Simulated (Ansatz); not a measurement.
`C[CH](C)[Mg][OH]` + CH₃OH → `C[O][Mg][OH]` + propane  (ligand exchange at a Mg–C bond)

Calculated with Ansatz (gas phase, PBE0-D4/def2-TZVP geometries, no zero-point term in ΔE). CCSD(T)/CBS is the MP2 limit (def2-TZVPP, def2-QZVPP) plus CCSD(T) − MP2 in def2-TZVPP, frozen cores. This one scheme is used for every species. DFT in def2-TZVPP. For Mg outer-core shells are correlated without core-valence functions, which leaves a few kJ/mol of doubt a bond. One conformer a species, not always the lowest.

```tsv
species	LC-ωPBE energy (Eh)
`C[CH](C)[Mg][OH]`	-394.35477
CH₃OH	-115.70775
`C[O][Mg][OH]`	-391.00938
`CCC`	-119.11577
```

**Question.** Work out ΔE.

**Answer.** ΔE = (-391.00938) + (-119.11577) − (-394.35477) − (-115.70775) = -0.06263 Eh = -39.3 kcal/mol. CCSD(T)/CBS gives -37.6 kcal/mol.

Largest T1 diagnostic among the species: 0.011.

Leaving LDA and LC-ωPBE aside and taking each functional with its dispersion term where it has one, the values, not all of them listed here, spread over 5.5 kcal/mol, from BHLYP-D4 to PBE-D4. At CCSD(T), def2-SVP lies −4.6 kcal/mol from the extrapolated value and def2-TZVPP +0.6 kcal/mol.
